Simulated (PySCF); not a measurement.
## [Hg2H3]− at several levels of theory

Computed with PySCF 2.14.0 (density fitting, no spin-orbit coupling) at the geometry relaxed with TPSS:

```xyz
5
[Hg2H3]− (singlet)
Hg    0.0000    0.0000    2.3428
Hg    0.0000    0.0000   -0.7753
H     1.7872    0.0000   -0.7713
H    -0.8936    1.5478   -0.7713
H    -0.8936   -1.5478   -0.7713
```

| level | basis | state | HOMO (eV) | gap (eV) | charge on Hg1 (e) | dipole about the centre of mass (D) | largest force component (eV/Å) |
| --- | --- | --- | --- | --- | --- | --- | --- |
| TPSS | Hg def2-SVP with ECP60, H def2-SVP | singlet | -0.42 | 3.20 | -0.06 | 5.45 | 0.01 |
| TPSSh | the same | singlet | -0.83 | 3.84 | -0.05 | 5.52 | 0.05 |
| PBE0 | the same | singlet | -1.34 | 4.59 | -0.05 | 5.51 | 0.14 |
| PBE | the same | singlet | -0.27 | 2.95 | -0.08 | 5.27 | 0.03 |
| TPSS | Hg def2-TZVP with ECP60, H def2-TZVP | singlet | -0.62 | 2.99 | -0.06 | 5.44 | 0.15 |
| TPSS | Hg x2c-SVPall, H x2c-SVPall | singlet | -0.57 | 3.04 | 0.00 | 5.50 | 0.09 |

Charges are Mulliken's, which hang on the basis. The relaxation used the grid (50, 194), these runs (75, 302) or, all-electron (x2c bases, spin-free X2C Hamiltonian), (99, 590).

Question: What does HF with Hg def2-SVP with ECP60, H def2-SVP give here?

Answer: state singlet, HOMO (eV) -3.89, gap (eV) 9.58, charge on Hg1 (e) -0.03, dipole about the centre of mass (D) 5.57, largest force component (eV/Å) 0.48. Time: 1.1 s on 2 threads of Arm Neoverse V2, on a shared host, from an already converged density.

In the first row's basis the gap widens with exact exchange: 2.9 to 3.2 eV for PBE, TPSS (none); 3.8 to 4.6 eV for TPSSh, PBE0 (a fixed share); 9.6 eV for Hartree–Fock (rising or full at long range).

No frequency check is given that shows the relaxed geometry to be a minimum.
